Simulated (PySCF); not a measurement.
C6H9ClN2Si.
SMILES with atom numbers: `[NH2:1][c:2]1[cH:3][cH:4][c:5]([SiH2:6][CH2:7][Cl:8])[n:9][cH:10]1`

Definitions: NICS(0) = −σiso at the ring centroid; NICS(1) = −σiso and NICS(1)zz = −σzz at ±1 Å along the ring normal z. Level: GIAO PBE0/pcSseg-1 (PySCF, non-relativistic, gas phase) on the GFN2-xTB geometry, one conformer.

Ring bond lengths (Å), with Mayer bond orders in brackets: C2–C3 1.397 (1.33), C3–C4 1.379 (1.48), C4–C5 1.393 (1.35), C5–N9 1.334 (1.39), N9–C10 1.313 (1.55), C10–C2 1.402 (1.27).

Q: What do the NICS probes read (ppm)?

A: 
```
              ring                                               type  NICS(0)  NICS(1), two faces  NICS(1)zz, two faces  rms pucker (Å)  centre to ring atoms, mean (Å)
C2–C3–C4–C5–N9–C10  6-membered ring with N; formal bonds all aromatic     -6.6       -10.2 / -10.0         -24.5 / -24.3            0.00                            1.37
```

Q: What do they say, and how far can they be read as aromaticity?

A: 
- C2–C3–C4–C5–N9–C10: mean NICS(1)zz -24.4 ppm, shielded, aromatic by this magnetic criterion (flat ring, no four-coordinate atom).

Q: What does the geometric index give? Use HOMA with the parameters of Krygowski (1993).

A: 
- C2–C3–C4–C5–N9–C10: HOMA 0.98; the largest term is that of C10–C2, α(R − Ropt)² = 0.05. The geometric and the magnetic index point the same way.

Q: Give the inner angles of the rings and the Hirshfeld charges of the ring atoms.

A: 
- C2–C3–C4–C5–N9–C10: C2 116.8° (+0.052 e), C3 119.0° (-0.060 e), C4 119.9° (-0.051 e), C5 120.8° (-0.057 e), N9 119.7° (-0.146 e), C10 123.8° (-0.012 e); sum 720.0° against 720° for a flat convex ring.

Q: What are the shieldings of the ring atoms and their hydrogens in the same run (means over atoms taken as equivalent)?

A: 
```
   atoms                          environment  σ isotropic (ppm)  principal values of the symmetric part, first atom (ppm)
      C2     aromatic carbon bearing nitrogen               39.7                                        -53.4, 13.4, 159.2
      C3                   aromatic CH carbon               65.3                                        -26.1, 53.3, 168.7
      C4                   aromatic CH carbon               50.1                                        -71.8, 49.5, 172.6
      C5          substituted aromatic carbon               36.2                                        -56.3, 11.0, 153.8
      N9               pyridine-type nitrogen             -109.7                                     -436.0, -193.7, 300.5
     C10  aromatic CH next to a ring nitrogen               47.1                                        -44.3, 51.1, 134.4
 H on C3                    aromatic hydrogen              24.77                                          21.0, 24.6, 28.7
 H on C4                    aromatic hydrogen              24.27                                          21.1, 22.5, 29.3
H on C10                    aromatic hydrogen              23.42                                          19.0, 22.9, 28.4
```

Conformer computed: `[NH2:1][c:2]1[cH:3][cH:4][c:5]([SiH2:6][CH2:7][Cl:8])[n:9][cH:10]1`: C4–C5–Si6–C7 -178°, C5–Si6–C7–Cl8 179°, H–N1–C2–C3 -19°, H–N1–C2–C3 -164°.
